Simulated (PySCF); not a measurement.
Ga(F)(Et)(OH) (C2H6FGaO), SMILES [OH][Ga]([F])[CH2]C. Heavy atoms are numbered as in [Ga:1]([F:2])([CH2:3][CH3:4])[OH:10]. Hydrogens are named by the atom that carries them.

Geometry optimised at PBE0-D3(BJ)/def2-SVP. The structure was generated by enumeration; whether it is a known compound was not checked. One conformer was computed; it need not be the lowest.

All values below come from PBE/pcSseg-1 in PySCF.

GIAO shieldings, no solvent; atoms alike by connectivity are averaged. δ = σ(ref) − σ: ¹⁹F against CFCl3 (σ = 133.6 ppm); ¹³C against TMS (σ = 182.0 ppm); ¹H against TMS (σ = 31.49 ppm); ¹⁷O against H2O (σ = 334.3 ppm), references at their B3LYP-D3(BJ)/def2-TZVP geometries, non-relativistic.

```
nucleus     atoms  count  δ (ppm)
-------  --------  -----  -------
¹⁹F            F2      1   -164.5
¹³C      C4 (CH3)      1     13.3
¹³C      C3 (CH2)      1     12.2
¹H       H on O10      1     3.57
¹H        H on C4      3     1.48
¹H        H on C3      2     1.44
¹⁷O      O10 (OH)      1     94.4
```
